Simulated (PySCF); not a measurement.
B3LYP has the VWN-RPA correlation part, as in Gaussian. 

**C$_{2}$H$_{3}$F$_{2}$, SMILES `C[C](F)F` (charge 0, multiplicity 2)**

Computed with B3LYP-D3(BJ)/def2-TZVP (PySCF 2.14.0).

```json
{
 "highest_occupied_spin_orbital": "-6.21 eV",
 "dipole_moment": "2.02 D",
 "total_energy": "-277.7733 Ha",
 "cost": "roughly 2.0 core-minutes"
}
```

Bonds (Å): C1–C2 1.486, C1–H5 1.097, C1–H6 1.088, C1–H7 1.088, C2–F3 1.340, C2–F4 1.340. Bond angles (°): C2–C1–H5 110.3, C2–C1–H6 109.7, C2–C1–H7 109.8, H5–C1–H6 108.8, H5–C1–H7 108.8, H6–C1–H7 109.3, C1–C2–F3 115.4, C1–C2–F4 115.4, F3–C2–F4 109.4.
Charge 0, spin multiplicity 2.
